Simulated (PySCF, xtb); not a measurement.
C₂H₄ClNSi, SMILES N#CC[SiH2]Cl.

GFN2-xTB run with xtb at its own geometry gives an orbital gap of 5.47 eV and a dipole moment of 4.28 D.

Geometry: r2SCAN-D4/def2-SVP. The structure was generated by enumeration, and PubChem lists no compound with its InChIKey, so it may never have been made. One conformer was computed; it need not be the lowest.

What does CAM-B3LYP/def2-TZVP run with PySCF give? (Estimate from the structure and the level; the computed values follow.)

gap 11.09 eV (levels -10.32 and 0.78 eV), dipole 4.43 D.
